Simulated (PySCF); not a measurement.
C₂H₁₀O₂Si₂, SMILES CC([SiH2]O)[SiH2]O.

The structure is a stationary point at B3LYP-D3(BJ)/def2-SVP. The structure was generated by enumeration, and PubChem lists no compound with its InChIKey, so it may never have been made. The values are those of a single conformer.

Calculation: B3LYP-D3(BJ)/def2-SVP (PySCF 2.14.0).

Frequencies are harmonic and unscaled.

Computed vibrational spectrum:
| mode | ν (cm⁻¹) | IR (km/mol) | moving atoms (share of kinetic energy) |
|---|---|---|---|
| 1 | 45 | 1.1 | O 43 %, H 27 %, C 16 %, Si 15 % |
| 2 | 79 | 5.2 | O 39 %, H 29 %, Si 23 %, C 9 % |
| 3 | 114 | 3.5 | O 53 %, H 19 %, Si 16 %, C 12 % |
| 4 | 171 | 6.6 | H 44 %, O 31 %, Si 14 %, C 10 % |
| 5 | 190 | 93.1 | H 67 %, C 17 %, Si 12 % |
| 6 | 206 | 10.8 | H 58 %, C 21 %, O 12 %, Si 9 % |
| 7 | 224 | 26.1 | H 89 % |
| 8 | 243 | 84.5 | H 66 %, C 17 %, O 10 % |
| 9 | 293 | 37.5 | H 35 %, Si 27 %, O 21 %, C 18 % |
| 10 | 367 | 26.4 | Si 49 %, H 19 %, O 17 %, C 16 % |
| 11 | 557 | 8.3 | H 59 %, Si 28 %, C 12 % |
| 12 | 596 | 24.2 | H 41 %, C 35 %, Si 18 % |
| 13 | 634 | 87.9 | H 66 %, C 18 %, Si 14 % |
| 14 | 721 | 9.2 | H 79 %, C 13 % |
| 15 | 738 | 91.9 | H 90 % |
| 16 | 769 | 105.7 | H 53 %, C 32 %, Si 11 % |
| 17 | 817 | 73.0 | H 49 %, O 38 %, Si 12 % |
| 18 | 830 | 189.4 | O 45 %, H 37 %, Si 17 % |
| 19 | 884 | 3.9 | H 50 %, O 28 %, Si 21 % |
| 20 | 892 | 42.7 | H 67 %, O 21 %, Si 13 % |
| 21 | 903 | 138.6 | H 87 %, Si 9 % |
| 22 | 914 | 301.8 | H 87 %, Si 10 % |
| 23 | 948 | 117.0 | H 87 % |
| 24 | 959 | 45.1 | H 89 % |
| 25 | 986 | 140.1 | H 76 %, C 13 %, Si 10 % |
| 26 | 1012 | 47.5 | H 85 % |
| 27 | 1048 | 33.7 | C 76 %, H 23 % |
| 28 | 1127 | 46.1 | H 55 %, C 43 % |
| 29 | 1259 | 2.0 | H 70 %, C 29 % |
| 30 | 1397 | 0.8 | H 83 %, C 17 % |
| 31 | 1470 | 5.6 | H 96 % |
| 32 | 1483 | 7.8 | H 97 % |
| 33 | 2186 | 171.7 | H 97 % |
| 34 | 2205 | 116.8 | H 97 % |
| 35 | 2252 | 50.6 | H 97 % |
| 36 | 2253 | 198.4 | H 97 % |
| 37 | 3001 | 7.9 | H 93 % |
| 38 | 3016 | 33.1 | H 97 % |
| 39 | 3089 | 23.9 | H 91 %, C 9 % |
| 40 | 3101 | 15.7 | H 90 %, C 10 % |
| 41 | 3874 | 98.5 | H 94 % |
| 42 | 3876 | 54.7 | H 94 % |
